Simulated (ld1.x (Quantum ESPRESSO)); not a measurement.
Transferability test, ultrasoft potential for Ag (Z = 47)

ld1.x (Quantum ESPRESSO) 7.5 input, shortened:

```
&input
   title='Ag', zed=47., rel=1, dft='PBE', iswitch=3,
   config='[Kr] 4d10 5s1 5p0'
 /
 &inputp
   pseudotype=3, tm=.true., lloc=-1, rcloc=3.40,
   nlcc=.false.,
   which_augfun='PSQ', rmatch_augfun_nc=.true.
 /
6
5S  1  0   1.00   0.00  1.95  2.55  0.0
5S  1  0   0.00   0.15  1.95  2.55  0.0
5P  2  1   0.00   0.00  3.25  3.75  0.0
5P  2  1   0.00   2.30  3.25  3.75  0.0
4D  3  2  10.00   0.00  1.60  1.95  0.0
4D  3  2   0.00   0.85  1.60  1.95  0.0
 &test
   configts(1)='4d10 5s1 5p0'
 /
```

Energies are relative to the spin-unpolarised reference configuration 4d10 5s1 5p0; without spin polarisation the order of configurations can differ from experiment.

(1) Give the all-electron excitation energy and the error of the potential for: 4d10 5s0 5p0; 4d9 5s0 5p0; 4d8 5s0 5p0; 4d10 5s0.5 5p0; 4d9 5s1 5p0; 4d10 5s0 5p1; 4d9 5s1 5p1.

Results:

(1)

```json
{"valence configuration": "4d10 5s0 5p0", "charge": "+1", "ΔE all-electron (eV)": "7.757", "error AE − PS (meV)": "+13"}
{"valence configuration": "4d9 5s0 5p0", "charge": "+2", "ΔE all-electron (eV)": "29.871", "error AE − PS (meV)": "+24"}
{"valence configuration": "4d8 5s0 5p0", "charge": "+3", "ΔE all-electron (eV)": "66.064", "error AE − PS (meV)": "+9.3"}
{"valence configuration": "4d10 5s0.5 5p0", "charge": "+0.5", "ΔE all-electron (eV)": "3.017", "error AE − PS (meV)": "+2.0"}
{"valence configuration": "4d9 5s1 5p0", "charge": "+1", "ΔE all-electron (eV)": "13.152", "error AE − PS (meV)": "-8.9"}
{"valence configuration": "4d10 5s0 5p1", "charge": "0", "ΔE all-electron (eV)": "3.866", "error AE − PS (meV)": "+7.1"}
{"valence configuration": "4d9 5s1 5p1", "charge": "0", "ΔE all-electron (eV)": "8.572", "error AE − PS (meV)": "-31"}
```
